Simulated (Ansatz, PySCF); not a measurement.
C2H10OSi2, SMILES OCC[SiH2][SiH3]. Atoms are numbered in the order given.

```xyz
15

O     -2.9934    -0.7902    -0.0797
C     -1.7801    -0.0930    -0.2641
C     -0.8880    -0.0957     0.9776
Si     0.8040     0.7407     0.7515
Si     2.0103    -0.2631    -1.0015
H     -3.4756    -0.3619     0.6399
H     -1.2680    -0.6005    -1.0985
H     -1.9573     0.9515    -0.5960
H     -1.4031     0.4161     1.8121
H     -0.7231    -1.1374     1.3030
H      0.6218     2.1943     0.4498
H      1.5834     0.6292     2.0213
H      2.1158    -1.7357    -0.7705
H      1.3168    -0.0438    -2.3064
H      3.3879     0.3051    -1.0972
```

Geometry optimised at B3LYP-D3(BJ)/def2-SVP. One conformer was computed; it need not be the lowest.

Two levels are set side by side: PBE-D3(BJ)/def2-SVP (Ansatz, a first-principles code) and B3LYP-D3(BJ)/def2-SVP (Ansatz). Each level has its own optimised geometry; the coordinates shown are those of the second. Frequencies come from the Hessian of PySCF at each geometry. Differences are taken from unrounded values.

```json
[
 {"quantity": "mean bond length (Å)", "B3LYP-D3(BJ)": "1.432"},
 {"quantity": "bond O1–C2 (Å)", "B3LYP-D3(BJ)": "1.411"},
 {"quantity": "bond C2–C3 (Å)", "B3LYP-D3(BJ)": "1.529"},
 {"quantity": "bond C3–Si4 (Å)", "B3LYP-D3(BJ)": "1.901"},
 {"quantity": "bond Si4–Si5 (Å)", "B3LYP-D3(BJ)": "2.353"},
 {"quantity": "bond O1–H6 (Å)", "B3LYP-D3(BJ)": "0.966"},
 {"quantity": "bond C2–H7 (Å)", "B3LYP-D3(BJ)": "1.103"},
 {"quantity": "bond C2–H8 (Å)", "B3LYP-D3(BJ)": "1.110"},
 {"quantity": "bond C3–H9 (Å)", "B3LYP-D3(BJ)": "1.106"},
 {"quantity": "bond C3–H10 (Å)", "B3LYP-D3(BJ)": "1.104"},
 {"quantity": "bond Si4–H11 (Å)", "B3LYP-D3(BJ)": "1.496"},
 {"quantity": "bond Si4–H12 (Å)", "B3LYP-D3(BJ)": "1.494"},
 {"quantity": "bond Si5–H13 (Å)", "B3LYP-D3(BJ)": "1.494"},
 {"quantity": "bond Si5–H14 (Å)", "B3LYP-D3(BJ)": "1.494"},
 {"quantity": "bond Si5–H15 (Å)", "B3LYP-D3(BJ)": "1.493"},
 {"quantity": "highest harmonic wavenumber (cm⁻¹)", "B3LYP-D3(BJ)": "3808"},
 {"quantity": "mean harmonic wavenumber (cm⁻¹)", "B3LYP-D3(BJ)": "1261"},
 {"quantity": "zero-point energy (kcal/mol)", "B3LYP-D3(BJ)": "70.31"}
]
```

Q: What does PBE-D3(BJ) give, and how far is it from B3LYP-D3(BJ)? (An estimate is asked for; the answer gives what the named calculation found.)

A: 
```
quantity                            PBE-D3(BJ)  PBE-D3(BJ) minus B3LYP-D3(BJ)
----------------------------------  ----------  -----------------------------
mean bond length (Å)                     1.441                          0.009
bond O1–C2 (Å)                           1.416                          0.004
bond C2–C3 (Å)                           1.532                          0.003
bond C3–Si4 (Å)                          1.907                          0.006
bond Si4–Si5 (Å)                         2.355                          0.002
bond O1–H6 (Å)                           0.975                          0.009
bond C2–H7 (Å)                           1.112                          0.009
bond C2–H8 (Å)                           1.120                          0.010
bond C3–H9 (Å)                           1.114                          0.008
bond C3–H10 (Å)                          1.111                          0.008
bond Si4–H11 (Å)                         1.509                          0.013
bond Si4–H12 (Å)                         1.507                          0.013
bond Si5–H13 (Å)                         1.507                          0.013
bond Si5–H14 (Å)                         1.507                          0.013
bond Si5–H15 (Å)                         1.506                          0.013
highest harmonic wavenumber (cm⁻¹)        3696                           -112
mean harmonic wavenumber (cm⁻¹)           1224                            -37
zero-point energy (kcal/mol)             68.23                          -2.08
```

GGA bonds tend to be longer and softer than those of functionals with exact exchange. Differences between two approximate levels are no errors against the true value.
